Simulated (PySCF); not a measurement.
C2H4F2Si, SMILES C=C(F)[SiH2]F. Geometry: B3LYP-D3(BJ)/def2-SVP. The structure was generated by enumeration, and PubChem lists no compound with its InChIKey, so it may never have been made. Other conformers were not sampled.

Give the equilibrium geometry at B3LYP-D3(BJ)/def2-SVP (PySCF confirms it by a frequency run) as a Z-matrix, and its point group. (An estimate is asked for; the answer gives what the named calculation found.)

Several could match; the one computed here: point group Cs.
```
C
C 1 1.3326
F 1 1.3567 2 120.59
H 2 1.0914 1 119.33 3 180.00
H 2 1.0938 4 119.16 1 180.00
Si 1 1.8787 2 126.08 4 0.00
F 6 1.6295 1 106.20 2 0.00
H 6 1.4846 7 109.05 4 -119.45
H 6 1.4846 8 110.80 7 120.03
```
Charge 0, spin multiplicity 1.
